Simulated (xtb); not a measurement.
Species: H₅B₂N, SMILES `BNB` (charge 0, multiplicity 1).

Question: Give a relaxed geometry from xtb 6.7.1 with GFN2-xTB.

Answer: the end point of this relaxation (outside a Z-matrix the atoms follow the SMILES, hydrogens last).
Bonds (Å): B1–N2 1.409, B1–H4 1.168, B1–H5 1.172, N2–B3 1.409, N2–H6 1.012, B3–H7 1.168, B3–H8 1.172. Angles (°): N2–B1–H4 119.1, N2–B1–H5 119.3, H4–B1–H5 121.6, B1–N2–B3 128.5, B1–N2–H6 115.8, B3–N2–H6 115.8, N2–B3–H7 119.1, N2–B3–H8 119.3, H7–B3–H8 121.6.
